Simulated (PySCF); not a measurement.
# Magnetisability: `C=COC[C@@H](C)F`, C5H9FO

Molfile (atoms numbered from 1):
```
C5H9FO
     RDKit          3D

 16 15  0  0  0  0  0  0  0  0999 V2000
    1.7209    0.9355    1.7619 C   0  0  0  0  0  0  0  0  0  0  0  0
    1.7142   -0.0985    0.9367 C   0  0  0  0  0  0  0  0  0  0  0  0
    0.9015   -0.3715   -0.1134 O   0  0  0  0  0  0  0  0  0  0  0  0
   -0.2504    0.4134   -0.3347 C   0  0  0  0  0  0  0  0  0  0  0  0
   -1.4214   -0.5261   -0.6462 C   0  0  1  0  0  0  0  0  0  0  0  0
   -1.8529   -1.3371    0.5624 C   0  0  0  0  0  0  0  0  0  0  0  0
   -2.4799    0.2528   -1.0786 F   0  0  0  0  0  0  0  0  0  0  0  0
    1.0320    1.7588    1.7031 H   0  0  0  0  0  0  0  0  0  0  0  0
    2.4518    0.9848    2.5461 H   0  0  0  0  0  0  0  0  0  0  0  0
    2.4465   -0.8914    1.0204 H   0  0  0  0  0  0  0  0  0  0  0  0
   -0.0817    1.0858   -1.1851 H   0  0  0  0  0  0  0  0  0  0  0  0
   -0.5061    1.0126    0.5436 H   0  0  0  0  0  0  0  0  0  0  0  0
   -1.1585   -1.1795   -1.4875 H   0  0  0  0  0  0  0  0  0  0  0  0
   -2.1684   -0.6730    1.3640 H   0  0  0  0  0  0  0  0  0  0  0  0
   -2.6833   -1.9865    0.2993 H   0  0  0  0  0  0  0  0  0  0  0  0
   -1.0180   -1.9417    0.9037 H   0  0  0  0  0  0  0  0  0  0  0  0
  1  2  2  0
  2  3  1  0
  3  4  1  0
  4  5  1  0
  5  6  1  0
  5  7  1  0
  1  8  1  0
  1  9  1  0
  2 10  1  0
  4 11  1  0
  4 12  1  0
  5 13  1  6
  6 14  1  0
  6 15  1  0
  6 16  1  0
M  END
```

Level of theory: PySCF, GIAO PBE/pcSseg-1 magnetisability, rotational g tensor and spin-rotation constants, non-relativistic, gas phase. Geometry: GFN2-xTB, dihedral held. The dihedral C5–C4–O3–C2 is held at 225°.

Problem. How diamagnetic is it, and how anisotropic?

Solution. Isotropic -1078 × 10⁻³⁰ J/T², or -64.9 × 10⁻⁶ cm³/mol; principal values -1149, -1078, -1007 × 10⁻³⁰ J/T², anisotropy 123 × 10⁻³⁰ J/T² (root of half the summed squared differences of the principal values). The susceptibility is in cgs units.

Problem. Split it along the inertial axes a, b, c into diamagnetic and paramagnetic parts about the centre of mass, with the quadrupole moment.

Solution. 
```
axis  χ (10⁻⁶ cm³/mol)  diamagnetic (10⁻⁶ cm³/mol)  paramagnetic (10⁻⁶ cm³/mol)  summed x² of all electrons (Å²)  quadrupole Θ (D Å)
   a             -64.0                      -317.5                        253.5                            197.0               -2.85
   b             -67.4                      -967.5                        900.1                             43.8               +1.52
   c             -63.4                     -1021.3                        957.9                             31.1               +1.33
```
Anisotropies 2χaa − χbb − χcc = +2.8 and 2χbb − χaa − χcc = -7.4 × 10⁻⁶ cm³/mol. Θ is traceless in Buckingham's convention.

Problem. And the rotational g tensor?

Solution. 
| axis | rotational constant (GHz) | g | nuclear part | electronic part |
| --- | --- | --- | --- | --- |
| a | 5.5895 | -0.0310 | 0.6347 | -0.6656 |
| b | 1.3305 | -0.0069 | 0.5558 | -0.5626 |
| c | 1.2610 | -0.0088 | 0.5587 | -0.5675 |

Asymmetric top; isotopes 12C, 19F, 1H, 16O; no vibrational averaging.
